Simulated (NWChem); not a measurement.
# CHS2 cation; SMILES S=C=[SH+]

```xyz
4

S      0.0156    -1.6026     0.0000
C     -0.0246    -0.0956     0.0000
S      0.0750     1.5415     0.0000
H     -1.2790     1.7232     0.0000
```
Atoms are numbered in this order, from 1.

Computed with NWChem. Structure relaxed at the PBE0/def2-SVP level. Level: M06-2X/def2-SVP with SMD (1 M gas to 1 M solution), gas-phase geometry. Reactions with the solvent are ignored.

Q: Predict the results for solvent dichloromethane. Quantities: solvation free energy (kcal/mol); cavity-dispersion-structure term (kcal/mol).

A: 
```json
{
  "solvation free energy (kcal/mol)": "-51.7",
  "cavity-dispersion-structure term (kcal/mol)": "-1.1"
}
```
